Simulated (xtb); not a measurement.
C2H8AlN, SMILES [AlH2][N](C)C. All values are semi-empirical tight-binding results from xtb (GFN2-xTB unless named), good for trends rather than for accurate numbers. The structure is a stationary point at GFN2-xTB. The structure was generated by enumeration; whether it is a known compound was not checked.

For metal compounds this method's bond lengths and energies can be far off.

### Question
Estimate the properties. (Estimate from the structure and the level; the computed values follow.)

### Answer

```json
{
 "point_group_as_xtb_finds_it": "C2",
 "orbital_gap": "3.73 eV",
 "zero_point_energy": "57.5 kcal/mol",
 "G − E(el) at 298.15 K (modified RRHO)": "39.1 kcal/mol"
}
```
